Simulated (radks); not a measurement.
Values are calculated unless marked as measured or tabulated.
Question: Orbital eigenvalues (eV) of the fluorine ion F2+, [He] 2s2 2p3, of relativity; Dirac values are averaged over j with weights 2j + 1. Spin-unpolarised spherical Kohn-Sham, PBE, point nucleus unless stated (finite: rms radius 2.8976 fm), a radial shooting solver on a logarithmic mesh with Libxc functionals. A level marked "c x" has the speed of light scaled by that factor and shares open shells by 2j + 1; other Dirac levels either fill j = l - 1/2 first or share by 2j + 1.

| shell | non-rel. |
|---|---|
| 1s | -709.52 |
| 2s | -67.892 |
| 2p | -49.009 |

Give the values at the level "Dirac, c x 100".

Answer: 
shell  Dirac, c x 100  change of magnitude (%)
1s            -709.52                    0.00
2s            -67.892                    0.00
2p            -49.009                    0.00
